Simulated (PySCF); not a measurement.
Compound: CH7FSSi2.
Atom-mapped SMILES: `[CH3:1][SiH2:2][Si@H:3]([F:4])[SH:5]` (hydrogens: H6, H7, H8 on C1; H9, H10 on Si2; H11 on Si3; H12 on S5)

Cartesian coordinates in Å at the PBE0-D3(BJ)/def2-SVP level; atoms count from 1:
```xyz
12
CH7FSSi2 angstrom
C      1.6606    0.9516    0.7813
Si    -0.0688    0.2127    0.8141
Si    -0.5559   -0.9420   -1.1583
F     -0.2467    0.0901   -2.3888
S     -2.5873   -1.5972   -1.1794
H      1.7682    1.6206   -0.0859
H      2.4246    0.1637    0.7045
H      1.8548    1.5321    1.6959
H     -1.1055    1.2894    0.9292
H     -0.2500   -0.7219    1.9688
H      0.2310   -2.1812   -1.4137
H     -3.0844   -0.4457   -0.6759
```

Computed, not measured: PySCF 2.14.0, PBE0-D3(BJ)/def2-SVP geometry optimisation, gas phase.

Masses are those of the commonest isotopes; rigid-rotor values at the optimised geometry. The values belong to one conformer with, in the numbering `[CH3:1][SiH2:2][Si@H:3]([F:4])[SH:5]`, C1–Si2–Si3–F4 -53°, Si2–Si3–S5–H 42°.

Question: What are A, B and C (GHz)?

Answer: Ia = 128.67, Ib = 396.65, Ic = 487.97 u·Å²; 505379 MHz·u·Å²/I gives 3928, 1274 and 1036 MHz, that is A = 3.9278, B = 1.2741, C = 1.0357 GHz.

Question: What kind of rotor is it?

Answer: An asymmetric top; Ray's κ = -0.835.

Question: What does the inertial defect say?

Answer: Not planar: Δ = Ic − Ia − Ib = -37.34 u·Å². For a rigid frame Δ = −2 Σ m c², so Σ m c² = 18.67 u·Å² lies off the ab plane: 9.77 from hydrogen and 8.90 from heavier atoms. The atom farthest from that plane is 1.88 Å away.

Question: Which types of transition are allowed, and where do some lines up to J = 5 fall?

Answer: The dipole components are |μa| = 1.89 D, |μb| = 0.92 D, |μc| = 0.02 D. The squared components, which scale the intensities, stand as 1.00 : 0.24 : 0.00 (a : b : c). Some of the stronger lines:

```
type  branch         J(Ka,Kc)    MHz  lower level (cm⁻¹)
   a       Q  2(1,1) ← 2(1,2)    715               0.312
   a       Q  3(1,2) ← 3(1,3)   1430               0.531
   b       Q  4(2,2) ← 4(1,3)   7383               0.901
   a       R  4(2,2) ← 3(2,1)   9377               0.835
   a       R  5(2,3) ← 4(2,2)  11804               1.148
   b       Q  3(3,0) ← 3(2,1)  13798               0.835
   b       Q  3(3,1) ← 3(2,2)  13874               0.832
   b       R  4(2,3) ← 3(1,2)  16840               0.578
   b       Q  4(4,1) ← 4(3,2)  19384               1.604
   b       R  5(2,3) ← 4(1,4)  21568               0.822
   b       R  4(3,1) ← 3(2,2)  23146               0.832
   b       R  5(5,0) ← 4(4,1)  36507               2.251
```

Question: Estimate the classical rotational partition function at 10 K, 50 K and 298.15 K.

Answer: Point group C1, symmetry number σ = 1; q = (√π/σ)·√((kT/h)³/(ABC)), k/h = 20836.6 MHz/K: 2340 at 10 K, 26200 at 50 K, 381000 at 298.15 K.

Not checked by PBE0-D3(BJ)/def2-SVP frequencies. No vibrational averaging or centrifugal distortion is included, and the geometry carries the error of its method. A rigid rotor knows nothing of internal rotation, which can split or shift real lines.
